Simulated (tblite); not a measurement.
Compound: C6H4BF2Se (charge -1).
Atom-mapped SMILES: `[F:1][B:2]([F:3])[c:4]1[cH:5][cH:6][cH:7][c:8]([Se-:9])[cH:10]1` (hydrogens: H11 on C5; H12 on C6; H13 on C7; H14 on C10)
Bond orders are those of one Lewis drawing.

Computed with GFN2-xTB (tblite), gas phase: L-BFGS steps from a force-field or distance-geometry start until the largest atomic force falls under 0.01 eV/Å.

Step 12: E = -791.8750 eV
```
atom  x, y, z in Å  |  force x, y, z in eV/Å
F1      2.9584    1.2807    0.9617   -0.038   0.058  -0.093
B2      2.3603    0.5911   -0.0049   -0.045   0.012  -0.030
F3      3.2341    0.1864   -0.9260    0.007  -0.034   0.074
C4      0.8504    0.2164   -0.0299   -0.050  -0.032  -0.004
C5      0.4900   -1.1340    0.0837   -0.012  -0.034   0.032
C6     -0.8429   -1.5071    0.1337    0.026  -0.018   0.015
C7     -1.8416   -0.5621    0.0316    0.020  -0.040  -0.010
C8     -1.5129    0.7833   -0.1206   -0.018  -0.040   0.024
Se9    -2.8574    2.0742   -0.2675   -0.028   0.047  -0.018
C10    -0.1714    1.1572   -0.1367   -0.034   0.003   0.039
H11     1.2597   -1.8898    0.1716    0.039   0.014  -0.021
H12    -1.0940   -2.5544    0.2639   -0.018   0.042  -0.044
H13    -2.8835   -0.8509    0.0673    0.039   0.028  -0.004
H14     0.0503    2.2086   -0.2499    0.111  -0.006   0.040
```

Step 13: E = -791.8768 eV
```
atom  x, y, z in Å  |  force x, y, z in eV/Å
F1      2.9597    1.2925    0.9559   -0.062   0.038  -0.118
B2      2.3609    0.5936   -0.0048   -0.065   0.003  -0.032
F3      3.2362    0.1815   -0.9226   -0.024  -0.025   0.099
C4      0.8487    0.2169   -0.0283    0.002  -0.070   0.006
C5      0.4899   -1.1350    0.0844    0.001  -0.045   0.018
C6     -0.8430   -1.5090    0.1333   -0.001   0.010   0.011
C7     -1.8421   -0.5631    0.0301    0.039  -0.051   0.008
C8     -1.5152    0.7828   -0.1203    0.007  -0.056   0.028
Se9    -2.8531    2.0773   -0.2686   -0.071   0.058  -0.019
C10    -0.1745    1.1567   -0.1335    0.054  -0.026   0.032
H11     1.2590   -1.8940    0.1683    0.018   0.063  -0.018
H12    -1.0954   -2.5568    0.2624   -0.009   0.066  -0.046
H13    -2.8837   -0.8501    0.0677    0.018   0.008  -0.010
H14     0.0518    2.2063   -0.2461    0.093   0.027   0.039
```

Step 14: E = -791.8795 eV
```
atom  x, y, z in Å  |  force x, y, z in eV/Å
F1      2.9604    1.3106    0.9451   -0.098   0.024  -0.131
B2      2.3603    0.5970   -0.0051   -0.072  -0.009  -0.026
F3      3.2390    0.1737   -0.9158   -0.057  -0.025   0.108
C4      0.8464    0.2163   -0.0256    0.070  -0.104   0.020
C5      0.4900   -1.1373    0.0857   -0.004  -0.042  -0.007
C6     -0.8431   -1.5115    0.1328   -0.006   0.036   0.002
C7     -1.8423   -0.5653    0.0282    0.029  -0.028   0.031
C8     -1.5181    0.7814   -0.1195    0.052  -0.030   0.029
Se9    -2.8480    2.0828   -0.2706   -0.100   0.042  -0.016
C10    -0.1779    1.1554   -0.1281    0.131  -0.045   0.018
H11     1.2584   -1.8990    0.1631    0.007   0.099  -0.008
H12    -1.0975   -2.5590    0.2594   -0.002   0.063  -0.043
H13    -2.8838   -0.8488    0.0679   -0.009  -0.023  -0.020
H14     0.0556    2.2033   -0.2397    0.058   0.043   0.042
```

Task: Estimate the geometry and energy of step 15. (The exact step hangs on the optimiser's Hessian estimate; all steps are aligned on step 14, rigid shifts and turns removed.)

Result: E = -791.8832 eV, largest force 0.206 eV/Å
```
atom  x, y, z in Å  |  force x, y, z in eV/Å
F1      2.9601    1.3394    0.9259   -0.147   0.020  -0.128
B2      2.3580    0.6016   -0.0054   -0.053  -0.024  -0.010
F3      3.2422    0.1614   -0.9033   -0.083  -0.039   0.089
C4      0.8443    0.2134   -0.0210    0.121  -0.104   0.033
C5      0.4897   -1.1414    0.0871    0.009  -0.028  -0.041
C6     -0.8433   -1.5146    0.1319   -0.036   0.053  -0.010
C7     -1.8427   -0.5687    0.0259    0.017   0.033   0.056
C8     -1.5209    0.7789   -0.1177    0.096   0.028   0.028
Se9    -2.8413    2.0915   -0.2738   -0.104  -0.009  -0.009
C10    -0.1806    1.1526   -0.1197    0.199  -0.054   0.001
H11     1.2573   -1.9052    0.1549    0.005   0.118   0.008
H12    -1.1005   -2.5610    0.2542    0.001   0.031  -0.035
H13    -2.8843   -0.8476    0.0680   -0.039  -0.062  -0.031
H14     0.0615    2.1993   -0.2290    0.013   0.037   0.047
```

The energy changes by -0.0037 eV. The first-order estimate −F·Δx gives -0.0049 eV and the mean of the old and new forces, exact on a quadratic surface, -0.0037 eV. The step makes an angle of 73° with the force vector and moves no atom by more than 0.035 Å.

The cost below is that of the whole relaxation. Hardware: Arm Neoverse V1, one thread, shared host. Cost: 0.55 s.
